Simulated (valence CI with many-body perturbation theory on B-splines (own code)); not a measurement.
Results of a calculation; reference values are marked as such.
**K¹³⁺: what the settings do**

Method: valence CI with perturbative core correlation (CI+MBPT): four valence electrons over a frozen Dirac-Fock core [He], a basis of 6 s, 6 p, 5 d, 3 f, 1 g functions for each j, with the one-electron correlation potential Σ1, the two-electron term Σ2, the three-electron term Σ3, Breit, model QED; selected CI, second order for the rest, scaled by the run's own slope (own B-spline code, finite nucleus).

No measured levels were compared; by estimate levels of excited configurations hold to 0.05 to 0.15 % of their energy, terms of the ground configuration to about 0.5 %.

The reference run has the lowest level 2s²2p² ³P_0 and an ionisation energy of 786.795 eV. Its largest variational space holds 11671 state functions.

| Level | Reference (cm⁻¹) | Shift (cm⁻¹) |
| --- | --- | --- |
| 2s²2p² ³P_1 | 13236 | -13235 |
| 2s²2p² ³P_2 | 28232 | -28229 |
| 2s²2p² ¹D_2 | 96287 | -24462 |
| 2s²2p² ¹S_0 | 179499 | -28064 |
| 2s2p³ ⁵S°_2 | 250194 | -44747 |
| 2s2p³ ³D°_2 | 458936 | -43424 |
| 2s2p³ ³D°_1 | 459655 | -44143 |
| 2s2p³ ³D°_3 | 461145 | -45632 |
| 2s2p³ ³P°_0 | 537826 | -47438 |
| 2s2p³ ³P°_1 | 538465 | -48078 |
| 2s2p³ ³P°_2 | 540362 | -49974 |
| 2s2p³ ¹D°_2 | 677263 | -48708 |

The ionisation energy moves by -1.533 eV.

Problem. Which of these changes was made?
A. shift of the energy in Σ1 (hartree) 0 → 3.211; box radius (bohr) 4.1691 → 12.11
B. factor on the speed of light 1 → 100; QED terms on → off
C. hole-hole ladder in Σ2 on → off
D. logarithmic knot step 0.27 → 1.1

Solution. B. factor on the speed of light 1 → 100; QED terms on → off.
